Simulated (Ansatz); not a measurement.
Total energies of [V(H2S)(H2O)5]2+ (VSO5H12²⁺) from Ansatz at PBE0-D4/def2-TZVP, gas phase (1 Eh = 27.2114 eV = 2625.5 kJ/mol). The reference geometry is relaxed at r2SCAN-D4/def2-SVP.

```tsv
state	geometry	energy (Eh)
charge 2 quartet	reference	-1724.57286
charge 3 triplet	reference	-1723.98704
charge 3 triplet	relaxed at r2SCAN-D4/def2-SVP	-1723.99898
charge 1 quintet	reference	-1724.81706
charge 1 quintet	relaxed at r2SCAN-D4/def2-SVP	-1724.83394
```

Other spin states of the ions weren't run at this level and may lie lower.

Task: Work out the vertical ionisation energy to the triplet.

Result: E(charge 3 triplet) − E(charge 2 quartet) = -1723.98704 − (-1724.57286) = 0.58582 Eh = 15.94 eV. For comparison, −ε of the highest occupied level of the spin that leaves is 13.76 eV at this level, 2.18 eV less.

Task: Work out the vertical electron affinity, to the quintet.

Result: E(charge 2 quartet) − E(charge 1 quintet) = -1724.57286 − (-1724.81706) = 0.24420 Eh = 6.65 eV.

Task: Give the fundamental gap IE − EA, the Mulliken electronegativity (IE + EA)/2 and the hardness (IE − EA)/2.

Result: From the values in Eh: IE − EA = 0.58582 − 0.24420 = 0.34162 Eh = 9.30 eV; (IE + EA)/2 = 11.29 eV; (IE − EA)/2 = 4.65 eV.

Task: How much does the charge 3 triplet relax, and what is the adiabatic ionisation energy?

Result: Relaxation: -1723.98704 − (-1723.99898) = 0.01194 Eh = 0.32 eV. Adiabatic ionisation energy: 0.57388 Eh = 15.62 eV, without zero-point energy. 

Task: How much does the charge 1 quintet relax, and what is the adiabatic electron affinity?

Result: Relaxation: -1724.81706 − (-1724.83394) = 0.01688 Eh = 0.46 eV. Adiabatic electron affinity: 0.26108 Eh = 7.10 eV, without zero-point energy. Bonds change on the way (1 lost, 0 formed), so the relaxed form is another species. 

  The doublet lies 0.97 eV above the quartet at this level but is left out (at the level of its geometry, ⟨S²⟩ 1.75, where a pure state has 0.75).
